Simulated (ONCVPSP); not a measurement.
**What one change does to a pseudopotential (Cs (Z = 55), ONCV)**

Cs (Z = 55), optimised norm-conserving Vanderbilt (ONCV), made with ONCVPSP 4.0.1 (LDA (Perdew-Wang 92), scalar-relativistic). Core [Kr] 4d10, reference 5s2 5p6 (charge +1). Waves: 5s: rc 1.85 bohr, ncon 4, nbas 8, qcut 3.4 1/bohr, 2 projectors, debl 3.2 Ha; 5p: rc 3.25 bohr, ncon 4, nbas 7, qcut 3.7 1/bohr, 2 projectors, debl 3.7 Ha; d scattering state at 0.32 Ha: rc 3.25 bohr, ncon 4, nbas 8, qcut 2.8 1/bohr, 2 projectors, debl 2 Ha. Local part: polynomial inside 1.35 bohr (lpopt 1, dvloc0 0 Ha). Core correction: Teter function fitted to the true core (icmod 2), fcfact 0.2.

In the d channel the program set the typed energies aside and used 0.050, 2.050 Ha.

Change: local potential polynomial inside 1.50 bohr (lpopt 2, dvloc0 2 Ha).

Cutoffs: the cutoffs (Ha) at which the residual kinetic energy of the hardest occupied pseudo-wave falls to 1 and 0.1 mHa per electron; they do not see the model core or the augmentation charge, which bear on the density cutoff. Errors are all-electron minus pseudo energies relative to the spin-unpolarised reference configuration.

**Question.** What does the change do?

**Answer.** The potential gets neither clearly harder nor softer (43 Ha and 52 Ha → 43 Ha and 52 Ha); a bound ghost appears in d, which as a rule spoils a file; the lowest positive-energy flag moves from s at 57.8 eV to s at 147.3 eV; of the 4 tests that both files solve, the error grows in 0 and shrinks in 2 by more than 15 % and 0.3 meV (median size 6.2 → 5.7 meV). In the separable form a ghost depends on how the local part lies against the semilocal potential of the channel, so the choice of the local part can create or remove one.

```csv
quantity,base,changed
"cutoff, loose",43 Ha,43 Ha
"cutoff, tight",52 Ha,52 Ha
bound ghosts,none,d
GHOST(+) flags under 300 eV,"s at 57.8 eV, p at 110.8 eV",s at 147.3 eV
"error for 5s2 5p6 6s1, meV [ΔE -4.00 eV]",+2.2,+1.3
"error for 5s2 5p6 6s0.5, meV [ΔE -2.44 eV]",+1.4,+0.8
"error for 5s2 5p6 6p1, meV [ΔE -2.52 eV]",+10,+10
"error for 5s2 5p5 6s1, meV [ΔE 13.99 eV]",-24,-26
s: phases at 1.88 bohr within 0.05 rad from the reference energy up to (Ha; the scan ends near 5),3.5,3.5
p: phases at 3.30 bohr within 0.05 rad from the reference energy up to (Ha; the scan ends near 5),0.0,0.0
d: phases at 3.30 bohr within 0.05 rad from the reference energy up to (Ha; the scan ends near 5),3.7,3.6
"rms error of d²Exc/dni dnj with the model core, mHa",0.92,0.92
```

 A true bound ghost makes a file unfit for plane-wave use even where its test errors are small: the radial tests pick states by their node count and pass the ghost by.
